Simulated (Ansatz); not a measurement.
Reactions of `C=NCO`.

Gas-phase electronic energies from Ansatz, PBE0-D4/def2-TZVP geometries. CBS: MP2 limit from def2 TZ/QZ plus the TZ coupled-cluster correction, frozen cores. This one scheme is used for every species. Each species was taken in one conformer, which may not be the lowest.

Task: Order these by ΔE at CCSD(T)/CBS, lowest first. (Estimate.)
A. `C=NCO` + `S[SiH2]S` → `OCS[SiH2]S` + `C=N`
B. `C=NCO` + H₂S → `C=NCS` + H₂O
C. `C=NCO` + `CNC` → `CN(C)CO` + `C=N`

Result: B (-0.26 eV), C (-0.09 eV), A (0.00 eV).

Largest T1 diagnostic: 0.012, for `OCS[SiH2]S`.
